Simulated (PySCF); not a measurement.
MoOCl4, SMILES [Cl][Mo]([Cl])([Cl])(=[O])[Cl], multiplicity 1.

The structure is a stationary point at PBE-D3(BJ)/def2-SVP. The multiplicity is an assumed one; no other spin state was optimised. The isomer is the one that the SMILES or the coordinates give; other isomers of the formula were not compared. The def2 effective core potentials stand for the cores of Mo; spin–orbit coupling is left out.

Calculation: PBE-D3(BJ)/def2-SVP run with PySCF.

Frequencies are harmonic and unscaled.

```csv
mode,ν (cm⁻¹),IR (km/mol),moving atoms (share of kinetic energy)
1,42,4.6,"Cl 85 %, O 15 %"
2,42,4.6,"Cl 85 %, O 15 %"
3,146,5.1,"Cl 72 %, Mo 23 %"
4,146,5.1,"Cl 72 %, Mo 23 %"
5,191,1.0,"Cl 67 %, Mo 28 %"
6,245,10.9,"O 60 %, Cl 35 %"
7,245,10.9,"O 60 %, Cl 35 %"
8,315,32.2,"Cl 87 %, Mo 11 %"
9,373,10.0,"Cl 90 %, Mo 9 %"
10,413,67.6,"Cl 65 %, Mo 34 %"
11,413,67.6,"Cl 65 %, Mo 34 %"
12,966,145.1,"O 86 %, Mo 14 %"
```
